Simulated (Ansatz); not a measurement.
GeH2 (SMILES [GeH2]), charge 0, multiplicity 1, relaxed at each level with Ansatz (a first-principles code); harmonic frequencies from differences of analytic forces, average atomic masses, frozen cores.

| mode | HF/def2-TZVPP (cm⁻¹) | PBE/def2-TZVPP (cm⁻¹) | B3LYP/def2-TZVPP (cm⁻¹) | PBE0/def2-TZVPP (cm⁻¹) | CCSD(T)/cc-pVTZ (cm⁻¹) | CCSD(T)/cc-pVQZ (cm⁻¹) |
|---|---|---|---|---|---|---|
| 1 | 1016 | 898 | 936 | 933 | 939 | ___ |
| 2 | 2013 | 1841 | 1889 | 1921 | 1928 | ___ |
| 3 | 2020 | 1853 | 1896 | 1930 | 1930 | ___ |

### Question
Modes are in rising order at each level. Fill in the missing entries.

### Answer

- 3, CCSD(T)/cc-pVQZ (cm⁻¹): 1933
- 2, CCSD(T)/cc-pVQZ (cm⁻¹): 1931
- 1, CCSD(T)/cc-pVQZ (cm⁻¹): 932

Doubts at one or more of the structures used: a restricted determinant that unrestricted orbitals would lower (CCSD(T)/cc-pVTZ, CCSD(T)/cc-pVQZ).
